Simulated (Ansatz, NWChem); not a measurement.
Ligand exchange: InH2(NH2) + SiH3(CN) → SiH3(InH2) + CH2N2

Gas-phase species: InH2(NH2), singlet; SiH3(CN) (silyl cyanide), singlet; SiH3(InH2), singlet; CH2N2 (cyanamide) `N#CN`, singlet. The partners trade NH2 for SiH3: In–NH2 and C–SiH3 bonds give way to In–SiH3 and C–NH2.

Shapes, held fixed at every level: PBE0-D4/def2-TZVP. Programs: Ansatz 0.2.0. Electronic energies: no zero-point or thermal term.

| level | kind | ΔE (kJ/mol) | less CCSD(T)/def2-TZVPP |
| --- | --- | --- | --- |
| HF/def2-SVP | Hartree–Fock | +45.3 | -33.8 |
| PBE-D4/def2-TZVPP | GGA | +46.5 | -32.6 |
| B3LYP-D4/def2-TZVPP | global hybrid | +63.3 | -15.8 |
| BHLYP-D4/def2-TZVPP | global hybrid | +64.7 | -14.4 |
| wB97M-V/def2-TZVPP | range-separated hybrid | +70.0 | -9.1 |
| B2PLYP/def2-TZVPP | double hybrid | +75.2 | -3.9 |
| CCSD/def2-TZVPP | coupled cluster or CI | +77.4 | -1.7 |
| CCSD(T)/def2-TZVPP | coupled cluster or CI | +79.1 | 0.0 |

The highest level, CCSD(T)/def2-TZVPP, gives ΔE = +79.1 kJ/mol; the levels span +45.3 to +79.1. The column of differences is taken from that level and isn't an error. No measured value is set beside it here. For atoms past krypton def2 sets carry core potentials with scalar relativity. Outer-core shells of In are correlated, in sets that cover them unevenly.
